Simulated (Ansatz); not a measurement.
These are frozen-core CCSD(T)/def2-TZVPP // BP86-D3(BJ)/def2-SVP in Ansatz (a first-principles code) values and carry that method's errors.

Ansatz 0.2 input:
```yaml
crystal:
  periodic: [false, false, false]
  atoms:
    - { symbol: Ti, position_ang: [0.149972, -0.024985, 0.114861] }
    - { symbol: N, position_ang: [-0.819132, 1.511157, 0.594727] }
    - { symbol: H, position_ang: [-1.839265, 1.541041, 0.456759] }
    - { symbol: H, position_ang: [-0.491086, 2.438414, 0.888798] }
    - { symbol: N, position_ang: [2.001182, 0.138191, 0.390191] }
    - { symbol: H, position_ang: [2.507874, 0.957662, 0.02656] }
    - { symbol: H, position_ang: [2.676797, -0.535604, 0.769] }
    - { symbol: N, position_ang: [-0.573218, -1.613111, 0.810304] }
    - { symbol: H, position_ang: [-1.448099, -1.774916, 1.322527] }
    - { symbol: H, position_ang: [-0.140441, -2.519955, 0.5846] }
    - { symbol: H, position_ang: [-0.039582, -0.159269, -1.605069] }
basis:
  gaussian: { orbitals: def2-TZVPP }
correlation:
  method: ccsd_t
```

Output:

```
Functional definition: HF
1564 factors; integrals over basis functions are off by at most 1.2e-3 eV
mean field evaluation 1: about -27636.2525 eV, gradient 6.9e1 eV
mean field evaluation 2: about -27636.3642 eV, gradient 6.9e1 eV
mean field evaluation 4: about -27645.3599 eV, gradient 1.0e1 eV
mean field evaluation 8: about -27645.6440 eV, gradient 7.0e-1 eV
mean field evaluation 16: about -27645.6479 eV, gradient 2.4e-6 eV
mean field -27645.64792601 eV, -1015.9588223878 hartree, gradient 2.3e-6 eV, S^2 0.000000; 0 other end points of the search recorded, 0 dependent functions left out
8 core orbitals not correlated
reference -27645.64792601 eV, -1015.9588223878 hartree; 17, 17 occupied and 230, 230 virtual orbitals, 1564 factors
second order -29.97360489 eV of doubles, -0.00000000 eV of singles
cycle   1  -29.26938369 eV  change    7.0e-1 eV  update   2.3e-1
cycle   2  -30.27577389 eV  change    -1.0e0 eV  update   1.4e-1
cycle   3  -30.58372641 eV  change   -3.1e-1 eV  update   5.2e-2
cycle   4  -30.59341619 eV  change   -9.7e-3 eV  update   2.1e-2
cycle   5  -30.57366709 eV  change    2.0e-2 eV  update   8.3e-3
cycle   6  -30.57399383 eV  change   -3.3e-4 eV  update   3.7e-3
cycle   7  -30.57483218 eV  change   -8.4e-4 eV  update   1.8e-3
cycle   8  -30.57466587 eV  change    1.7e-4 eV  update   7.2e-4
cycle   9  -30.57510331 eV  change   -4.4e-4 eV  update   3.3e-4
cycle  10  -30.57528064 eV  change   -1.8e-4 eV  update   1.2e-4
cycle  11  -30.57511392 eV  change    1.7e-4 eV  update   5.7e-5
cycle  12  -30.57510667 eV  change    7.2e-6 eV  update   3.0e-5
perturbative correction -1.59247282 eV, -0.0585222968 hartree
Total energy: -27677.81550551 eV, -1017.1409591303 hartree
```

Cost: around 9 core-minutes (rough).
